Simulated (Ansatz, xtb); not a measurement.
C2H10B2O2: which of two conformers lies lower

Structure X is `C[B@H-]1[OH+][B@@H-](C)[OH+]1`, a singlet and structure Y is `C[B@H-]1[OH+][B@@H-](C)[OH+]1`, a singlet. Both are isolated molecules in the gas phase, relaxed with PBE0-D4/def2-SVP.

X (Å):

```xyz
16

C    -0.9684    1.8758   -0.2277
C     1.0405   -1.3914   -1.2197
B    -0.5898    0.7380    0.7982
B     0.5334   -1.0884    0.2437
O     0.9264    0.3489    0.7283
O    -0.9811   -0.6887    0.2821
H    -2.0610    2.0126   -0.2766
H    -0.5352    2.8415    0.0796
H    -0.6105    1.6544   -1.2459
H    -0.9330    0.8674    1.9646
H     1.3232    0.3268    1.6046
H     0.7711   -1.9038    1.1232
H     0.7714   -0.5913   -1.9277
H     0.6110   -2.3339   -1.5966
H     2.1366   -1.5049   -1.2397
H    -1.4577   -1.1857    0.9540
```

Y (Å):

```xyz
16

C    -1.3627    0.2118   -1.6860
C    -1.1903    1.2460    2.2218
B    -0.6607   -0.6321   -0.5444
B    -0.5665   -0.0666    1.5924
O    -1.5789   -0.8475    0.6984
O     0.3204    0.2193    0.3323
H    -1.7979    1.1578   -1.3196
H    -0.6372    0.4727   -2.4733
H    -2.1623   -0.3682   -2.1769
H    -0.1232   -1.6809   -0.8510
H    -2.4129   -0.3710    0.6091
H     0.0173   -0.8387    2.3314
H    -1.6746    1.8969    1.4733
H    -0.4083    1.8458    2.7148
H    -1.9339    1.0016    2.9989
H     1.1828   -0.2015    0.4056
```

Energies in hartree; the thermal terms are from GFN2-xTB frequencies at re-optimised GFN2-xTB minima (ideal gas, soft modes damped towards free rotors, one conformer each, 298.15 K, 1 atm) and include the zero-point energy:

|  | X | Y |
| --- | --- | --- |
| E, CCSD(T)/def2-SVP | −281.494024 | −281.495351 |
| E, MP2/def2-SVP | −281.406478 | −281.407758 |
| E, MP2/def2-TZVPP | −281.941613 | −281.942754 |
| zero-point energy | 0.129983 | 0.130458 |
| H(298 K) − E | 0.139131 | 0.139476 |
| G(298 K) − E | 0.098963 | 0.099005 |

**Question.** Correct the CCSD(T) difference for the basis set by the MP2 change, then work out ΔE, ΔE₀, ΔH and ΔG for X → Y in kcal/mol (1 Eh = 627.51 kcal/mol) and the equilibrium ratio [Y]/[X].

**Answer.** 1. Differences Y − X: CCSD(T) −0.001327, MP2 in the small set −0.001280, MP2 in the large set −0.001141 Eh.
2. ΔE = −0.001327 + (−0.001141 − (−0.001280)) = −0.001188 Eh = −0.75 kcal/mol.
3. ΔE₀ = ΔE + ΔZPE = −0.001188 + (+0.000475) Eh = −0.45 kcal/mol.
4. ΔH = ΔE + (+0.000345) Eh = −0.53 kcal/mol.
5. ΔG = ΔE + (+0.000042) Eh = −0.72 kcal/mol, so ΔS = (ΔH − ΔG)/T = +2.7 J/(mol K).
6. kT = 0.9442 mEh, so K = [Y]/[X] = exp(−ΔG/kT) = exp(+1.21) ≈ 3.4.

The two are too close for this level to say which is favoured. An error of 1 kcal/mol in ΔG would change K by a factor of 5.4. Mirror images and further conformers aren't counted.

Other levels gave ΔE = −0.9 (PBE0-D4/def2-SVP); −0.4 (HF/def2-SVP); −0.8 (MP2/def2-SVP); −0.8 (CCSD(T)/def2-SVP) kcal/mol. The correlated steps freeze 6 core orbitals. Programs: Ansatz 0.2.0, xtb 6.7.1.
